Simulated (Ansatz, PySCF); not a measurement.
Al(Me)2(SH) (C2H7AlS), SMILES [CH3][Al]([SH])[CH3].

Geometry: B3LYP-D3(BJ)/def2-SVP. The geometry has at least one imaginary mode, so it is a saddle point at that level. One conformer was computed; it need not be the lowest.

Vertical ionisation energy (IE) and electron affinity (EA) in eV. Rows of orbital energies are one-electron estimates. Where ΔSCF, EOM or ADC give a negative EA the extra electron is unbound and the value depends on the basis.

| level | IE | EA |
|---|---|---|
| −ε(HOMO), −ε(LUMO), r2SCAN/def2-TZVP (PySCF) | 6.54 | 0.92 |
| −ε(HOMO), −ε(LUMO), PBE/def2-TZVP (PySCF) | 6.25 | 1.25 |
| ΔSCF, PBE0/def2-SVPD (Ansatz), final states of multiplicity 2 and 2 | ___ | ___ |
| ΔSCF, PBE/def2-SVPD (Ansatz), final states of multiplicity 2 and 2 | 9.29 | -0.45 |

Problem. Some entries are withheld; supply them. (Estimate from the structure and the level; the computed values follow.)

Solution. 
- ΔSCF, PBE0/def2-SVPD (Ansatz, a first-principles code), final states of multiplicity 2 and 2, IE: 9.65
- ΔSCF, PBE0/def2-SVPD (Ansatz), final states of multiplicity 2 and 2, EA: -0.58

Problem. What vertical singlet–triplet gap does ΔSCF give with PBE0/def2-SVPD (Ansatz) and with PBE/def2-SVPD (Ansatz)? (Estimate from the structure and the level; the computed values follow.)

Solution. 5.39 and 4.96 eV (triplet above singlet where positive).
